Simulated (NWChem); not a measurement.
Everything below was run with NWChem. System: C$_{2}$HCl$_{3}$, charge 1, spin multiplicity 2, at the geometry of a parent with another charge or spin, in a state set for the comparison that need not be this species' ground state. Its SCF solution wasn't tested for a lower state. Level: UPBE0/def2-TZVP.

Output (cleaned and shortened):

```
             Northwest Computational Chemistry Package (NWChem) 7.3.0
             --------------------------------------------------------

                                NWChem Input Module
                                -------------------

 Scaling coordinates for geometry "geometry" by  1.889725989
 (inverse scale =  0.529177249)

 Turning off AUTOSYM since
 SYMMETRY directive was detected!

                             Geometry "geometry" -> ""
                             -------------------------

 Output coordinates in angstroms (scale by  1.889725989 to convert to a.u.)

  No.       Tag          Charge          X              Y              Z
 ---- ---------------- ---------- -------------- -------------- --------------
    1 Cl                  17.0000    -2.19173500    -0.61684600     0.00000000
    2 C                    6.0000    -0.96043800     0.56826200     0.00000000
    3 C                    6.0000     0.34765500     0.27884900     0.00000000
    4 Cl                  17.0000     0.96576800    -1.31696400     0.00000000
    5 Cl                  17.0000     1.51852400     1.54035800     0.00000000
    6 H                    1.0000    -1.29678100     1.60600900     0.00000000

 Effective nuclear repulsion energy (a.u.)     318.3106696934

            Nuclear Dipole moment (a.u.)
            ----------------------------
        X                 Y               Z
 ---------------- ---------------- ----------------
    -0.0000188973    -0.0000170075     0.0000000000

      Symmetry information
      --------------------

 Group name             Cs
 Group number              2
 Group order               2
 No. of unique centers     6

      Symmetry unique atoms

     1    2    3    4    5    6


 Summary of "ao basis" -> "" (spherical)
 ------------------------------------------------------------------------------
       Tag                 Description            Shells   Functions and Types
 ---------------- ------------------------------  ------  ---------------------
 *                         def2-tzvp                  on all atoms

                                 NWChem DFT Module
                                 -----------------

 Summary of "ao basis" -> "ao basis" (spherical)
 ------------------------------------------------------------------------------
       Tag                 Description            Shells   Functions and Types
 ---------------- ------------------------------  ------  ---------------------
 Cl                        def2-tzvp                13       37   5s5p2d1f
 C                         def2-tzvp                11       31   5s3p2d1f
 H                         def2-tzvp                 4        6   3s1p

 Summary of "ao basis" -> "ao basis" (spherical)
 ------------------------------------------------------------------------------
       Tag                 Description            Shells   Functions and Types
 ---------------- ------------------------------  ------  ---------------------
 Cl                        def2-tzvp                13       37   5s5p2d1f
 C                         def2-tzvp                11       31   5s3p2d1f
 H                         def2-tzvp                 4        6   3s1p

      Symmetry analysis of basis
      --------------------------

        a'        122
        a"         57

            General Information
            -------------------
          SCF calculation type: DFT
          Wavefunction type:  spin polarized.
          No. of atoms     :     6
          No. of electrons :    63
           Alpha electrons :    32
            Beta electrons :    31
          Charge           :     1
          Spin multiplicity:     2
          Use of symmetry is: on ; symmetry adaption is: on
          Maximum number of iterations: 100
          AO basis - number of functions:   179
                     number of shells:    65
          Convergence on energy requested:  1.00D-06
          Convergence on density requested:  1.00D-05
          Convergence on gradient requested:  5.00D-04

              XC Information
              --------------
                         PBE0 Method XC Functional
                     Hartree-Fock (Exact) Exchange  0.250
[...]
 Vector   32  Occ=0.000000D+00  E=-4.178860D-01  Symmetry=a"
              MO Center= -2.5D-01,  1.4D-01,  5.6D-15, r^2= 3.8D+00
   Bfn.  Coefficient  Atom+Function         Bfn.  Coefficient  Atom+Function
  ----- ------------  ---------------      ----- ------------  ---------------
    17      0.272326  1 Cl pz               153      0.241725  5 Cl pz
    45     -0.238365  2 C  pz                76     -0.231084  3 C  pz
    48     -0.226200  2 C  pz                79     -0.223702  3 C  pz
   116      0.221023  4 Cl pz                20      0.204347  1 Cl pz
   156      0.176959  5 Cl pz               119      0.169893  4 Cl pz

 Vector   33  Occ=0.000000D+00  E=-2.407751D-01  Symmetry=a"
              MO Center= -3.2D-01,  2.9D-01,  1.0D-14, r^2= 3.1D+00
   Bfn.  Coefficient  Atom+Function         Bfn.  Coefficient  Atom+Function
  ----- ------------  ---------------      ----- ------------  ---------------
    51      0.488035  2 C  pz                82     -0.459005  3 C  pz
    79     -0.332791  3 C  pz                76     -0.317353  3 C  pz
    48      0.309380  2 C  pz                45      0.307623  2 C  pz
    20     -0.227634  1 Cl pz               119      0.209362  4 Cl pz
   156      0.205789  5 Cl pz                17     -0.147887  1 Cl pz

 Vector   34  Occ=0.000000D+00  E=-2.159661D-01  Symmetry=a'
              MO Center= -1.2D-01,  5.2D-01, -7.0D-15, r^2= 4.8D+00
   Bfn.  Coefficient  Atom+Function         Bfn.  Coefficient  Atom+Function
  ----- ------------  ---------------      ----- ------------  ---------------
    72     -0.456016  3 C  s                 41      0.425961  2 C  s
    73     -0.363319  3 C  s                  5     -0.335894  1 Cl s
   141      0.329008  5 Cl s                154     -0.323325  5 Cl px
    18     -0.314236  1 Cl px               155     -0.271339  5 Cl py
    50     -0.260194  2 C  py                78     -0.253722  3 C  py

   alpha - beta orbital overlaps
   -----------------------------

   alpha      1      2      3      4      5      6      7      8      9     10
    beta      1      2      3      4      5      6      7      8      9     12
 overlap   1.000  1.000  1.000  1.000  1.000  1.000  1.000  1.000  1.000  1.000

   alpha     11     12     13     14     15     16     17     18     19     20
    beta     10     11     14     13     16     15     17     18     19     20
 overlap   1.000  1.000  1.000  1.000  1.000  1.000  1.000  0.998  0.999  1.000

   alpha     21     22     23     24     25     26     27     28     29     30
    beta     21     22     23     24     26     25     27     28     30     29
 overlap   0.999  1.000  0.999  0.999  0.989  1.000  0.995  1.000  0.999  1.000

   alpha     31     32     33     34     35     36     37     38     39     40
    beta     31     32     33     34     35     36     37     38     39     40
 overlap   1.000  0.992  0.997  0.999  1.000  0.999  0.999  0.999  1.000  0.995

   alpha     41     42     43     44     45     46     47     48     49     50
    beta     42     41     43     45     44     46     48     47     49     50
 overlap   0.998  0.993  0.997  0.998  0.999  0.997  0.996  0.997  0.986  0.994

   alpha     51     52     53     54     55     56     57     58     59     60
    beta     51     52     53     54     55     56     57     58     59     60
 overlap   0.983  0.986  0.989  0.996  0.994  0.997  0.998  0.999  0.999  0.998

   alpha     61     62     63     64     65     66     67     68     69     70
    beta     62     61     63     64     65     66     67     68     69     70
 overlap   0.999  0.998  0.999  0.998  0.998  0.999  0.997  0.997  0.997  0.996

   alpha     71     72     73     74     75     76     77     78     79     80
    beta     71     72     74     73     75     76     77     78     79     80
 overlap   1.000  0.999  1.000  0.998  0.999  0.999  0.999  0.999  1.000  0.995

   alpha     81     82     83     84     85     86     87     88     89     90
    beta     81     82     83     85     84     86     87     88     89     90
 overlap   0.995  1.000  1.000  0.999  1.000  1.000  0.999  1.000  0.999  1.000

   alpha     91     92     93     94     95     96     97     98     99    100
    beta     91     92     93     94     95     96     97     98     99    100
 overlap   0.997  1.000  0.998  0.980  0.979  0.995  0.999  0.996  0.996  0.999

   alpha    101    102    103    104    105    106    107    108    109    110
    beta    101    103    102    104    105    106    107    108    109    110
 overlap   0.996  0.983  1.000  0.980  0.993  0.996  1.000  0.999  0.999  0.999

   alpha    111    112    113    114    115    116    117    118    119    120
    beta    112    111    113    115    114    116    117    118    119    120
 overlap   0.989  0.998  0.931  0.999  0.942  0.999  0.999  1.000  0.999  0.999

   alpha    121    122    123    124    125    126    127    128    129    130
    beta    121    122    123    124    126    125    127    128    129    130
 overlap   0.999  0.995  0.990  0.901  0.902  0.984  0.986  0.992  0.996  0.999

   alpha    131    132    133    134    135    136    137    138    139    140
    beta    131    132    133    134    135    136    137    138    139    140
 overlap   0.999  1.000  1.000  1.000  1.000  1.000  0.999  1.000  0.997  0.996

   alpha    141    142    143    144    145    146    147    148    149    150
    beta    141    142    143    144    145    146    147    148    149    150
 overlap   1.000  0.999  1.000  1.000  0.999  0.999  1.000  1.000  0.996  0.996

   alpha    151    152    153    154    155    156    157    158    159    160
    beta    151    152    154    153    155    156    157    158    159    160
 overlap   1.000  0.999  1.000  1.000  0.998  0.998  1.000  1.000  1.000  1.000

   alpha    161    162    163    164    165    166    167    168    169    170
    beta    161    162    163    164    165    166    167    168    169    170
 overlap   1.000  1.000  1.000  0.999  0.999  0.999  0.999  0.998  1.000  1.000

   alpha    171    172    173    174    175    176    177    178    179
    beta    171    172    173    174    175    176    177    178    179
 overlap   1.000  1.000  1.000  1.000  1.000  1.000  1.000  1.000  1.000

     --------------------------
     Expectation value of S2:
     --------------------------
      <S2> =      0.7532 (Exact =     0.7500)

 center of mass
 --------------
 x =   0.02283795 y =  -0.02872322 z =   0.00000000

 moments of inertia (a.u.)
 ------------------
         586.738879996876        -275.449898265582           0.000000000000
        -275.449898265582        1054.986506981618           0.000000000000
           0.000000000000           0.000000000000        1641.725386978494

     Multipole analysis of the density
     ---------------------------------

     L   x y z        total         alpha         beta         nuclear
     -   - - -        -----         -----         ----         -------
     0   0 0 0      1.000000    -32.000000    -31.000000     64.000000

     1   1 0 0     -0.424360      0.109932     -0.534272     -0.000019
     1   0 1 0      0.472729      0.100515      0.372231     -0.000017
     1   0 0 1      0.000000      0.000000      0.000000      0.000000

     2   2 0 0    -24.018928   -274.045596   -266.567072    516.593740
     2   1 1 0      1.425860    -65.016516    -63.365516    129.807891
     2   1 0 1      0.000000     -0.000000      0.000000      0.000000
     2   0 2 0    -26.196307   -160.144823   -156.280690    290.229205
     2   0 1 1      0.000000      0.000000      0.000000      0.000000
     2   0 0 2    -33.546702    -17.742917    -15.803785      0.000000

 Task  times  cpu:       15.6s     wall:       15.6s

 Total times  cpu:       15.7s     wall:       15.7s
```

### Question
Write an NWChem input that would produce this output.

### Answer
One answer among several that fit: 
```
start mol
memory heap 200 mb stack 900 mb global 1100 mb
charge 1
geometry units angstroms nocenter noautoz
  Cl    -2.191735    -0.616846     0.000000
  C     -0.960438     0.568262     0.000000
  C      0.347655     0.278849     0.000000
  Cl     0.965768    -1.316964     0.000000
  Cl     1.518524     1.540358     0.000000
  H     -1.296781     1.606009     0.000000
  symmetry group Cs
end
basis spherical
  * library def2-tzvp
end
dft
  xc pbe0
  odft
  mult 2
  semidirect memsize 60000000 filesize 0
  iterations 100
end
task dft energy
```
